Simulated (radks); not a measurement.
The numbers below are computed, except where a source is named.
Species: Tl. Configuration: [Hg] 6p1 (the NIST ground configuration).

Code: a radial shooting solver on a logarithmic mesh with Libxc functionals. Model: scalar-relativistic Kohn-Sham, PBE, spin-polarised, spherical densities, point nucleus; open shells are filled with parallel spins first (spin-orbit coupling, left out, can overturn this in heavy ions); hard spherical wall at 8 bohr.

Energy parts (hartree):
part                       energy
total                 -20245.9439
kinetic                22812.2011
electron-nucleus      -50501.8103
Hartree                 7821.9974
exchange-correlation    -378.3321

Orbitals (lengths in bohr, moments of r in powers of bohr; r(90%) holds 90 % of the orbital's charge):
\begin{tabular}{lrrr}
orbital & occ. & eigenvalue (hartree) & r(90%) \\ \hline
1s up & 1 & -3147.150 & 0.0299 \\
1s down & 1 & -3147.150 & 0.0299 \\
2s up & 1 & -560.3217 & 0.107 \\
2s down & 1 & -560.3217 & 0.107 \\
2p up & 3 & -481.8211 & 0.102 \\
2p down & 3 & -481.8210 & 0.102 \\
3s up & 1 & -133.7317 & 0.260 \\
3s down & 1 & -133.7316 & 0.260 \\
3p up & 3 & -111.1438 & 0.268 \\
3p down & 3 & -111.1436 & 0.268 \\
3d up & 5 & -87.77188 & 0.252 \\
3d down & 5 & -87.77179 & 0.252 \\
4s up & 1 & -29.83567 & 0.561 \\
4s down & 1 & -29.83549 & 0.561 \\
4p up & 3 & -22.43346 & 0.605 \\
4p down & 3 & -22.43326 & 0.605 \\
4d up & 5 & -13.76531 & 0.655 \\
4d down & 5 & -13.76507 & 0.655 \\
4f up & 7 & -4.17386 & 0.745 \\
4f down & 7 & -4.17358 & 0.745 \\
5s up & 1 & -4.79780 & 1.25 \\
5s down & 1 & -4.79743 & 1.25 \\
5p up & 3 & -2.78008 & 1.46 \\
5p down & 3 & -2.77972 & 1.46 \\
5d up & 5 & -0.55448 & 2.15 \\
5d down & 5 & -0.55075 & 2.13 \\
5f up & 0 & 0.26053 & 6.57 \\
5f down & 0 & 0.28445 & 6.56 \\
6s up & 1 & -0.34643 & 3.70 \\
6s down & 1 & -0.32671 & 3.68 \\
6p up & 1 & -0.08050 & 5.17 \\
6p down & 0 & -0.05603 & 5.17 \\
6d up & 0 & 0.13207 & 6.36 \\
6d down & 0 & 0.15536 & 6.35 \\
7s up & 0 & 0.08672 & 6.51 \\
7s down & 0 & 0.10780 & 6.49 \\
\end{tabular}

The highest occupied level is 6p up at -2.191 eV. Spin moment in Bohr magnetons: 1.
